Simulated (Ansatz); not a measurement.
All values below come from PBE0-D3(BJ)/def2-SVP in Ansatz (a program for electronic structure). No frequencies were computed at this level.

Ansatz 0.2 input:
```yaml
crystal:
  periodic: [false, false, false]
  atoms:
    - { symbol: Ga, position_ang: [0.0, 0.0, 0.0] }
    - { symbol: H, position_ang: [-1.387269, 0.332164, -0.580302] }
    - { symbol: H, position_ang: [-0.060327, -1.353788, 0.731586] }
    - { symbol: H, position_ang: [1.02893, -0.079613, -1.14305] }
    - { symbol: C, position_ang: [1.321781, 3.427213, 3.067504] }
    - { symbol: C, position_ang: [1.760564, 2.121405, 3.243965] }
    - { symbol: C, position_ang: [1.362266, 1.140739, 2.342757] }
    - { symbol: N, position_ang: [0.550922, 1.449127, 1.305074] }
    - { symbol: C, position_ang: [0.121729, 2.717942, 1.115155] }
    - { symbol: C, position_ang: [0.495941, 3.729233, 1.992528] }
    - { symbol: H, position_ang: [1.624895, 4.207948, 3.764277] }
    - { symbol: H, position_ang: [2.411209, 1.869869, 4.078967] }
    - { symbol: H, position_ang: [1.687369, 0.108877, 2.44149] }
    - { symbol: H, position_ang: [-0.518052, 2.912816, 0.25907] }
    - { symbol: H, position_ang: [0.147199, 4.748308, 1.838563] }
basis:
  gaussian: { orbitals: def2-svp }
hamiltonian:
  xc: pbe0
  dispersion: d3bj
relax:
  max_steps: 150
```

Output:

```
Functional definition: PBE0
1783 factors; integrals over basis functions are off by at most 3.6e-4 eV
mean field evaluation 1: about -59151.8391 eV, gradient 4.2e1 eV
mean field evaluation 2: about -59152.3066 eV, gradient 4.3e1 eV
mean field evaluation 4: about -59156.1693 eV, gradient 2.2e0 eV
mean field evaluation 8: about -59156.2301 eV, gradient 2.1e-1 eV
mean field evaluation 16: about -59156.2302 eV, gradient 5.9e-5 eV
mean field -59156.23020962 eV, -2173.9513626704 hartree, gradient 5.9e-5 eV, S^2 0.000000; 0 other end points of the search recorded, 0 dependent functions left out
reference -59156.23024588 eV, -2173.9513640031 hartree; 38, 38 occupied and 118, 118 virtual orbitals, 1783 factors
relax step   1: F+E_penalty+E_count = -59156.57647118 eV  Δ(F+E_penalty+E_count) = +0.000e0 eV  max|allowed force component| = 8.993e-1 eV/Å  Δτ_max = 0.0000 Å  (28 SCF iters, accepted)
these checks for a lower state are left out or cut short: starts, cluster_reference, orbital_swaps, neighbouring_geometries, increment
1783 factors; integrals over basis functions are off by at most 3.7e-4 eV
mean field -59156.53920600 eV, -2173.9627180780 hartree, gradient 1.1e-5 eV, S^2 0.000000; 0 other end points of the search recorded, 0 dependent functions left out
reference -59156.53924165 eV, -2173.9627193882 hartree; 38, 38 occupied and 118, 118 virtual orbitals, 1783 factors
relax step   2: F+E_penalty+E_count = -59156.88692521 eV  Δ(F+E_penalty+E_count) = -3.105e-1 eV  max|allowed force component| = 4.810e-1 eV/Å  Δτ_max = 0.1907 Å  (32 SCF iters, accepted)
these checks for a lower state are left out or cut short: starts, cluster_reference, orbital_swaps, neighbouring_geometries, increment
1783 factors; integrals over basis functions are off by at most 3.8e-4 eV
mean field -59156.56450456 eV, -2173.9636477831 hartree, gradient 2.1e-5 eV, S^2 0.000000; 0 other end points of the search recorded, 0 dependent functions left out
reference -59156.56454019 eV, -2173.9636490925 hartree; 38, 38 occupied and 118, 118 virtual orbitals, 1783 factors
relax step   3: F+E_penalty+E_count = -59156.91125150 eV  Δ(F+E_penalty+E_count) = -2.433e-2 eV  max|allowed force component| = 9.753e-2 eV/Å  Δτ_max = 0.0465 Å  (31 SCF iters, accepted)
these checks for a lower state are left out or cut short: starts, cluster_reference, orbital_swaps, neighbouring_geometries, increment
1783 factors; integrals over basis functions are off by at most 3.8e-4 eV
mean field evaluation 32: about -59156.5155 eV, gradient 7.2e-1 eV
mean field -59156.56655428 eV, -2173.9637231089 hartree, gradient 1.2e-5 eV, S^2 0.000000; 0 other end points of the search recorded, 0 dependent functions left out
reference -59156.56658993 eV, -2173.9637244190 hartree; 38, 38 occupied and 118, 118 virtual orbitals, 1783 factors
relax step   4: F+E_penalty+E_count = -59156.91291799 eV  Δ(F+E_penalty+E_count) = -1.666e-3 eV  max|allowed force component| = 2.082e-2 eV/Å  Δτ_max = 0.0118 Å  (25 SCF iters, accepted)
these checks for a lower state are left out or cut short: starts, cluster_reference, orbital_swaps, neighbouring_geometries, increment
1783 factors; integrals over basis functions are off by at most 3.8e-4 eV
mean field -59156.56654037 eV, -2173.9637225976 hartree, gradient 2.0e-5 eV, S^2 0.000000; 0 other end points of the search recorded, 0 dependent functions left out
reference -59156.56657601 eV, -2173.9637239074 hartree; 38, 38 occupied and 118, 118 virtual orbitals, 1783 factors
relax step   5: F+E_penalty+E_count = -59156.91297835 eV  Δ(F+E_penalty+E_count) = -6.036e-5 eV  max|allowed force component| = 1.157e-2 eV/Å  Δτ_max = 0.0032 Å  (25 SCF iters, accepted)
these checks for a lower state are left out or cut short: starts, cluster_reference, orbital_swaps, neighbouring_geometries, increment
1783 factors; integrals over basis functions are off by at most 3.8e-4 eV
mean field -59156.56657140 eV, -2173.9637237378 hartree, gradient 3.2e-5 eV, S^2 0.000000; 0 other end points of the search recorded, 0 dependent functions left out
reference -59156.56660704 eV, -2173.9637250476 hartree; 38, 38 occupied and 118, 118 virtual orbitals, 1783 factors
relax step   6: F+E_penalty+E_count = -59156.91299829 eV  Δ(F+E_penalty+E_count) = -1.994e-5 eV  max|allowed force component| = 3.891e-3 eV/Å  Δτ_max = 0.0011 Å  (22 SCF iters, accepted)
1783 factors; integrals over basis functions are off by at most 3.8e-4 eV
mean field evaluation 64: about -59156.5666 eV, gradient 2.0e-5 eV
mean field -59156.56657140 eV, -2173.9637237378 hartree, gradient 3.2e-5 eV, S^2 0.000000; 1 other end points of the search recorded, 0 dependent functions left out
reference -59156.56660704 eV, -2173.9637250476 hartree; 38, 38 occupied and 118, 118 virtual orbitals, 1783 factors
Total energy: -59156.91303393 eV, -2173.9764560011 hartree
Atom 0 at    -0.025108    -0.087059    -0.086495 Å, force     0.000299     0.001544     0.001681 eV/Å
Atom 1 at    -1.429510     0.507183    -0.517392 Å, force    -0.002117    -0.000174    -0.001617 eV/Å
Atom 2 at     0.010135    -1.321952     0.905948 Å, force    -0.000173    -0.002646     0.000307 eV/Å
Atom 3 at     1.161786     0.036800    -1.127841 Å, force     0.001877     0.001019    -0.000588 eV/Å
Atom 4 at     1.326799     3.418296     3.050979 Å, force    -0.000813    -0.001593    -0.001222 eV/Å
Atom 5 at     1.756849     2.105509     3.229023 Å, force    -0.000336     0.003891     0.000902 eV/Å
Atom 6 at     1.335149     1.137568     2.325114 Å, force    -0.000120    -0.000702    -0.001101 eV/Å
Atom 7 at     0.535814     1.429561     1.295224 Å, force    -0.000289    -0.000254    -0.000032 eV/Å
Atom 8 at     0.117168     2.686082     1.119834 Å, force     0.000060    -0.000923    -0.000930 eV/Å
Atom 9 at     0.491274     3.714532     1.976643 Å, force     0.002103     0.000785     0.003319 eV/Å
Atom 10 at     1.637952     4.202942     3.744640 Å, force     0.000751     0.000369    -0.000286 eV/Å
Atom 11 at     2.409352     1.828057     4.058439 Å, force     0.000189    -0.001660    -0.000754 eV/Å
Atom 12 at     1.633783     0.089794     2.417986 Å, force    -0.000291     0.000346     0.001048 eV/Å
Atom 13 at    -0.542384     2.856533     0.264512 Å, force    -0.000464     0.000561     0.000881 eV/Å
Atom 14 at     0.128099     4.728393     1.800969 Å, force    -0.000675    -0.000562    -0.001609 eV/Å
Dipole moment:     0.381224     1.005068     0.906050 e Å
```

Cost: roughly 2.2 core-minutes.
